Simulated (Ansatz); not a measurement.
System: CH7P2Si (charge 0, doublet). It need not be the lowest isomer of its formula. SMILES: C[Si](P)P
Geometry from a B3LYP-D3(BJ)/def2-TZVP (Ansatz, a program for electronic structure) optimisation:
```xyz
11

C     -1.6053     1.3975    -0.2649
Si    -0.1617     0.2199    -0.5562
P     -0.5679    -1.9389     0.0290
P      1.6875     1.0522     0.4610
H     -1.3545     2.4083    -0.5915
H     -2.4917     1.0654    -0.8069
H     -1.8528     1.4322     0.8002
H     -1.1674    -1.6018     1.2759
H     -1.8152    -2.0040    -0.6482
H      2.4699    -0.1065     0.2257
H      1.3126     0.6439     1.7724
```
Charge 0, spin multiplicity 2.

Atomisation energy built up term by term with Ansatz (kcal/mol; UHF references for open shells; valence terms freeze the core; atomic spin-orbit terms are left out). CBS(X,Y): correlation extrapolated as X^-3; Hartree-Fock from the larger set.

```tsv
term	basis	kcal/mol
Hartree-Fock	cc-pV(Q+d)Z	(withheld)
CCSD correlation	CBS(cc-pV(T+d)Z,cc-pV(Q+d)Z)	(withheld)
(T)	CBS(cc-pV(T+d)Z,cc-pV(Q+d)Z)	12.23
core correlation	cc-pwCVTZ	1.87
scalar relativity (X2C)	cc-pVTZ-DK against cc-pVTZ	-1.57
sum: De		(withheld)
```

Task: What belongs in the gaps?

Result: 
- Hartree-Fock, kcal/mol: 578.60
- CCSD correlation, kcal/mol: 210.59
- sum: De, kcal/mol: 801.7
